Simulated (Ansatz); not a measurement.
sulfur dioxide (O₂S), singlet, at a GFN2-xTB geometry; B3LYP5/aug-cc-pVDZ in Ansatz (a first-principles code).

Ansatz was given this input:
Ansatz 0.2 input:
```yaml
crystal:
  periodic: [false, false, false]
  atoms:
    - {symbol: S, position_ang: [0.01393578, -0.00400644, 0.37782868]}
    - {symbol: O, position_ang: [-0.03321683, 1.22242899, -0.36419754]}
    - {symbol: O, position_ang: [0.00534526, -1.21441610, -0.39145982]}
basis:
  gaussian:
    orbitals: aug-cc-pVDZ
hamiltonian:
  xc: b3lyp5
```

The log (banner, timings and long lists left out):

```
Functional definition: B3LYP5
678 factors; their error is unknown
mean field evaluation 1: about -14916.3861 eV, gradient 7.2e1 eV
mean field evaluation 2: about -14885.7926 eV, gradient 1.4e2 eV
mean field evaluation 4: about -14925.4745 eV, gradient 2.2e0 eV
mean field evaluation 8: about -14925.5669 eV, gradient 9.7e-3 eV
mean field -14925.56685452 eV, -548.5044649910 hartree, gradient 3.6e-5 eV, S^2 0.000000; 0 other end points of the search recorded, 0 dependent functions left out
reference -14925.56706519 eV, -548.5044727329 hartree; 16, 16 occupied and 57, 57 virtual orbitals, 678 factors
Total energy: -14925.56706519 eV, -548.5044727329 hartree
```
